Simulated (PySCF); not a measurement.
Numbering as in the mapped SMILES `[CH3:1][C:2]1=[CH:3][CH:4]=[CH:5][Si@H:6]1[N:7]([SiH3:8])[SiH3:9]`; H(Xn) means a hydrogen on atom n.

Calculated, not measured (PySCF 2.14): structure optimised with GFN2-xTB, shieldings: GIAO PBE0/pcSseg-1. Equivalent nuclei averaged, gas phase, relativity neglected, a single conformation.

References, each an isolated molecule treated in the same way: TMS for ¹³C (186.93 ppm), ¹H (31.72 ppm), ²⁹Si (349.16 ppm); ¹⁵N (267.73 ppm) against NH3.

```
        atoms  nucleus  count  δ (ppm)
           C4      ¹³C      1        ?
       H(Si6)       ¹H      1     5.23
        H(C5)       ¹H      1     5.85
           C2      ¹³C      1    151.9
        H(C3)       ¹H      1     6.73
          Si6     ²⁹Si      1    -15.1
      Si8/Si9     ²⁹Si      2    -46.4
        H(C1)       ¹H      3     2.19
           C5      ¹³C      1    130.6
H(Si8)/H(Si9)       ¹H      6     4.86
        H(C4)       ¹H      1        ?
           C1      ¹³C      1     22.1
           C3      ¹³C      1        ?
           N7      ¹⁵N      1        ?
```

Q: Complete the table.

A: 
- C4: 157.1 ppm, alkene CH; as expected for a trigonal carbon in a double bond
- C3: 147.6 ppm, alkene CH; as expected for a trigonal carbon in a double bond
- H(C4): 7.14 ppm, hydrogen on an alkene CH; a vinylic proton, deshielded by the sp2 carbon and the C=C anisotropy
- N7: -0.2 ppm, nitrogen bonded to 3 Si

Shifts are as computed. Against solution values, carbons near 30 ppm lie about +3 ppm off and those near 130 ppm about +5 ppm. Of 1211 compounds with measured shifts, 218 miss one by over three times the rms of a fit or turn the order of signals round; such compounds aren't used in these exercises. Experimental scales use liquid or dissolved standards, which lie at an offset from isolated NH3 (liquid NH3: subtract about 20 ppm).
